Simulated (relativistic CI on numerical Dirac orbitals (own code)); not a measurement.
**Electric-dipole transitions in Sr2+**

These numbers are calculated, not measured: Dirac-Coulomb-Breit CI, KLI orbitals optimised for each configuration, model QED (radiative potential, 1s self-energy scaled to tabulated hydrogen-like ionisation energies), valence Slater integrals scaled by 0.85, P86 correlation energy added to each configuration (own radial code, finite nucleus).

CI space (outside the closed core [Ar] 3d10): 4s2 4p6, 4s2 4p5 4d, 4s2 4p5 5s, 4s 4p6 4d, 4s2 4p5 5p, 4s2 4p5 6s, 4s2 4p5 5d, 4s2 4p5 4f, 4s2 4p5 6p, 4s2 4p5 7s, 4s2 4p5 6d, 4s2 4p5 5f, 4s2 4p5 7p, 4s2 4p5 5g, 4s2 4p5 7d, 4s 4p6 5s, 4p6 4d2, 4p5 4d3, 4p5 4d2 5s, 4p5 4d2 5p, 4p5 4d2 6s, 4p5 4d2 5d. Double excitations out of closed p, d and f shells are left out; levels of such configurations are missing from the list, as are those of other unlisted configurations, and high levels can miss mixing partners. These lack a partner that the ground configuration has and come out too high: 4s2 4p5 4f, 4s2 4p5 6p, 4s2 4p5 7s, 4s2 4p5 6d, 4s2 4p5 5f.

```tsv
λ vac (Å)	Lower	Upper	A (s⁻¹)	log gf	S velocity/length
347.73	4s2 4p6 1S_0 [1]	4s2 4p5 5d 1P°_1 [57]	2.22e+10	0.08	0.51
432.52	4s2 4p6 1S_0 [1]	4s2 4p5 4d 1P°_1 [22]	5.49e+10	0.66	0.60
808.97	4s2 4p5 4d 3F°_4 [5]	4s2 4p5 5f 3G_5 [83]	1.59e+09	0.23	0.82
946.71	4s2 4p5 4d 3P°_1 [3]	4s2 4p5 4f 3D_2 [49]	1.22e+09	-0.09	0.81
960.95	4s2 4p5 4d 3P°_2 [4]	4s2 4p5 4f 3D_3 [52]	1.51e+09	0.16	0.81
1009.7	4s2 4p5 4d 3F°_3 [6]	4s2 4p5 4f 3G_4 [51]	1.90e+09	0.42	0.83
1027.4	4s2 4p5 4d 3F°_2 [7]	4s2 4p5 4f 1F_3 [54]	1.60e+09	0.25	0.82
1029.4	4s2 4p5 4d 1D°_2 [11]	4s2 4p5 4f 3G_3 [63]	1.80e+09	0.30	0.83
1056.3	4s2 4p5 4d 3D°_2 [13]	4s2 4p5 4f 3D_3 [62]	1.84e+09	0.33	0.80
1062.4	4s2 4p5 4d 1F°_3 [14]	4s2 4p5 4f 3G_4 [64]	2.24e+09	0.53	0.82
1088.3	4s2 4p5 4d 3D°_3 [8]	4s2 4p5 4f 3F_4 [56]	1.95e+09	0.49	0.81
2295.2	4s2 4p5 5p 3D_1 [24]	4s2 4p5 5d 3F°_2 [40]	7.75e+08	0.49	0.87
2295.9	4s2 4p5 5p 3D_2 [18]	4s2 4p5 5d 3F°_3 [34]	7.65e+08	0.63	0.87
2299.1	4s2 4p5 4d 3F°_4 [5]	4s2 4p5 5p 3D_3 [19]	2.90e+08	0.21	0.64
2342.3	4s2 4p5 5p 3D_3 [19]	4s2 4p5 5d 3F°_4 [32]	8.88e+08	0.82	0.86
2350.6	4s2 4p5 5p 3D_2 [25]	4s2 4p5 5d 1F°_3 [42]	8.63e+08	0.70	0.88
2366.6	4s2 4p5 5p 1P_1 [20]	4s2 4p5 5d 1D°_2 [35]	5.61e+08	0.37	0.87
2371.0	4s2 4p5 5p 3P_1 [26]	4s2 4p5 5d 3D°_2 [41]	7.22e+08	0.48	0.86
2388.9	4s2 4p5 5p 3P_2 [21]	4s2 4p5 5d 3D°_3 [36]	6.59e+08	0.60	0.88
2473.6	4s2 4p5 5p 3P_2 [21]	4s2 4p5 5d 3P°_2 [33]	4.48e+08	0.31	0.88
```

Terms are leading LS components. Brackets give the number of a level in order of energy, since labels repeat. The list gives strong lines, with weight on those to low levels, among the lowest 127 of 1074 levels, so that lines to higher ones, which can be the strongest, are missing, and without lines across small gaps between configurations, and without 159 lines that miss the measured interval by over 3.5 %, start from a term whose rates miss tabulated ones by over 60 %, have gauges far apart or, lacking measured levels, span too small a gap for the errors found; lines with a level outside our table were not tested and can miss by more. Levels whose partners in the same complex of configurations lie outside the list can be far off, and so can their lines. Rates are taken at the computed energies, electric ones in the length gauge. A velocity-to-length ratio far from 1 marks an uncertain rate.

For a near-neutral ion this model can misplace configurations by up to about 10,000 cm⁻¹ (more where the count of f electrons changes) and terms by 10 to 25 % of their spread. Rates follow the energies as ν³ (E1, M1) or ν⁵ (E2), so they and the lifetimes can be off by large factors. The fine structure of a lone outer electron comes out too small, for d and f at times inverted, and misplaced configurations move strength between like terms. 58 of the 69 excited levels that our extract of the measured tables holds in this range could be paired (the sources list more); they are missed by 2113 cm⁻¹ on average and 4457 at most, and levels without a partner can miss by more.

LS names give the leading component of a level, which can be under half, so a name can repeat, a term be missing and a line seem to break the LS rules.
